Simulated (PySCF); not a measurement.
GaF3, SMILES [F][Ga]([F])[F]. The structure is a stationary point at PBE0-D3(BJ)/def2-SVP. The isomer is the one that the SMILES or the coordinates give; other isomers of the formula were not compared.

Problem. Give the equilibrium geometry at PBE0-D3(BJ)/def2-SVP (PySCF confirms it by a frequency run) as a Z-matrix, and its point group. (Estimate from the structure and the level; the computed values follow.)

Solution. point group D3h.
```
Ga
F 1 1.7274
F 1 1.7274 2 120.00
F 1 1.7274 2 120.00 3 180.00
```
